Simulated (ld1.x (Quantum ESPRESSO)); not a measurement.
## Scattering properties, PAW potential for aluminium

Al, PAW, made with ld1.x (Quantum ESPRESSO) 7.5 (LDA (PZ), scalar-relativistic). Core [Ne], reference 3s2 3p0 (charge +1). Waves: 3s (bound): rcut 1.65, rcutus 1.95 bohr; 3s channel at 0.05 Ry: rcut 1.65, rcutus 1.95 bohr; 3p (bound, empty): rcut 1.35, rcutus 1.80 bohr; 3p channel at 2.1 Ry: rcut 1.35, rcutus 1.80 bohr. Local part: all-electron potential smoothed inside 1.85 bohr (lloc = -2). Core correction: Bessel-smoothed model core, default radius (core density twice the valence density). Augmentation charge: PSQ, inside the norm-conserving radii.

The phase is arctan(r·u′/u) with u = r·R(r), unwrapped; energies in Ry, scanned from -3 to 5 Ry. A pole is an energy at which the radial function vanishes at the test radius. The pseudo phase is shifted by a multiple of π to meet the all-electron one at the reference energy, and phase errors are pseudo minus all-electron; the curves can meet again beyond the range given. Levels narrower than the energy grid can be missing from the lists of poles.

```
channel  radius (bohr)  reference energy (Ry)  poles, all-electron  poles, pseudo  unbroken range about the reference energy with phases within 0.05 rad  phase error 1 Ry above the reference energy (rad)
      s           2.15                  -1.10                 1.58           1.57                                                              below 4.4                                             +0.000
      p           2.15                  -0.67                 2.42           2.42                                                              below 4.9                                             -0.001
```

Phases in the p channel:

| E (Ry) | all-electron | pseudo |
| --- | --- | --- |
| -3.00 | 1.232 | 1.230 |
| -2.52 | 1.182 | 1.180 |
| -2.04 | 1.108 | 1.106 |
| -1.56 | 0.984 | 0.983 |
| -1.08 | 0.744 | 0.744 |
| -0.60 | 0.215 | 0.215 |
| -0.12 | -0.590 | -0.591 |
| 0.36 | -1.080 | -1.080 |
| 0.84 | -1.304 | -1.304 |
| 1.32 | -1.425 | -1.425 |
| 1.80 | -1.501 | -1.501 |
| 2.28 | -1.557 | -1.557 |
| 2.76 | -1.602 | -1.602 |
| 3.24 | -1.642 | -1.644 |
| 3.72 | -1.681 | -1.686 |
| 4.20 | -1.724 | -1.735 |
| 4.68 | -1.774 | -1.803 |
